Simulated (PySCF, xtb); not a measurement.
CH5F3Si2, SMILES F[SiH2]C[SiH](F)F. One conformer was computed; it need not be the lowest.

Harmonic wavenumbers (cm⁻¹) from GFN2-xTB (xtb) at its own minimum, in rising order: 33, 58, 102, 166, 218, 242, 268, 480, 562, 613, 635, 652, 705, 740, 771, 790, 826, 857, 870, 1009, 1142, 1434, 2322, 2361, 2455, 2979, 2990.

What does PySCF with PBE0-D3(BJ)/def2-SVP give at its own minimum? (Estimate from the structure and the level; the computed values follow.)

45, 58, 97, 188, 264, 328, 339, 519, 655, 705, 730, 771, 830, 837, 862, 884, 924, 964, 971, 1018, 1084, 1367, 2263, 2280, 2327, 3072, 3142. Paired by order, the mean absolute difference is 76 cm⁻¹ and the zero-point energies are 37.6 and 39.3 kcal/mol.
